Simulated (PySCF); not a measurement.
Gas-phase reaction: 2 Sn(OH)2 = Sn2O2 + 2 H + 2 OH

Energies from PySCF, thermal terms from the rigid-rotor harmonic-oscillator model, ideal gas at 1 bar. † marks an energy on the PBE0/def2-TZVP geometry and frequencies; other levels use their own. Open shells (unrestricted): H (multiplicity 2), OH (multiplicity 2, electronic degeneracy 4); the rest are closed-shell singlets. Spin-orbit splitting is ignored; it lowers the true energy and changes the entropy of OH. B3LYP is the form with VWN-RPA correlation. Sn: scalar-relativistic def2 core potential, no spin-orbit coupling. Sn(OH)2, Sn2O2: computed as isolated molecules; such fragments, hydroxides, amides, oligomers or adducts are transient or little studied in the gas. The harmonic model lacks anharmonicity and excited electronic states, which grow with temperature; levels with a mode under 35 cm⁻¹ are left out. Internal rotation in Sn(OH)2 is treated as a harmonic vibration of one conformer, which makes the entropy rough.

ΔH° and ΔS° at 298 K: B3LYP/def2-TZVP† 1015 kJ, 321 J/K; PBE0/def2-QZVP† 1007 kJ, 321 J/K; PBE0/def2-SVP† 984 kJ, 321 J/K; PBE0/def2-TZVP 998 kJ, 321 J/K; ωB97X-V/def2-TZVP† 1015 kJ, 321 J/K.

Task: With the heat capacities included, give log10 K (1 bar) at 500, 600, 800, 1000, 1800 K from B3LYP/def2-TZVP†, PBE0/def2-QZVP†, PBE0/def2-SVP†, PBE0/def2-TZVP, ωB97X-V/def2-TZVP†.

Result: 
| T (K) | B3LYP/def2-TZVP† | PBE0/def2-QZVP† | PBE0/def2-SVP† | PBE0/def2-TZVP | ωB97X-V/def2-TZVP† |
|---|---|---|---|---|---|
| 500 | -89.1 | -88.3 | -85.9 | -87.3 | -89.2 |
| 600 | -71.4 | -70.7 | -68.7 | -69.9 | -71.4 |
| 800 | -49.2 | -48.7 | -47.2 | -48.0 | -49.2 |
| 1000 | -35.8 | -35.4 | -34.2 | -34.9 | -35.9 |
| 1800 | -12.1 | -11.9 | -11.2 | -11.6 | -12.1 |
